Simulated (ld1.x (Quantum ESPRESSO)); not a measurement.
Ranking TM potentials for Au

All share these settings but for the change named:

ld1.x (Quantum ESPRESSO) 7.5 input, shortened:

```
&input
   title='Au', zed=79., rel=1, dft='PZ', iswitch=3,
   config='[Xe] 4f14 5d9.5 6s0 6p0'
 /
 &inputp
   pseudotype=2, tm=.true., lloc=-1, rcloc=1.10,
   nlcc=.true., new_core_ps=.true., rcore=0.90
 /
3
5S  1  0   2.00   0.00  1.30  1.30  0.0
5P  2  1   6.00   0.00  1.25  1.25  0.0
5D  3  2   9.50   0.00  1.70  1.70  0.0
 &test
   configts(1)='5s2 5p6 5d9.5 6s0 6p0'
 /
```

Test errors are all-electron minus pseudo excitation energies from the reference, over 5s2 5p6 5d10 6s1 6p0; 5s2 5p6 5d10 6s0 6p0; 5s2 5p6 5d9 6s0 6p0; 5s2 5p6 5d9 6s1 6p1; 5s2 5p6 5d7 6s0 6p0; 5s2 5p5 5d10 6s1 6p0; 5s2 5p6 5d9 6s2 6p0. None of these files shows a bound ghost.

Of 8 variants that were run, those that failed, showed a ghost or another fault, or gave nearly equal values are left out.

Question: Rank these variants by their largest absolute test error, smallest first.
A. all radii but the core radius scaled by about 1.29 (s 1.68, p 1.62, d 2.20 bohr); local potential all-electron potential smoothed inside 1.42 bohr (lloc = -1)
B. all radii but the core radius scaled by about 1.40 (s 1.82, p 1.76, d 2.38 bohr); local potential all-electron potential smoothed inside 1.54 bohr (lloc = -1)
C. all radii but the core radius scaled by about 1.17 (s 1.52, p 1.46, d 1.98 bohr); local potential all-electron potential smoothed inside 1.28 bohr (lloc = -1)
D. all radii but the core radius scaled by about 1.22 (s 1.58, p 1.52, d 2.08 bohr); local potential all-electron potential smoothed inside 1.34 bohr (lloc = -1)

Answer: B (1430.0 meV), A (2945.8 meV), D (4659.7 meV), C (5605.4 meV).
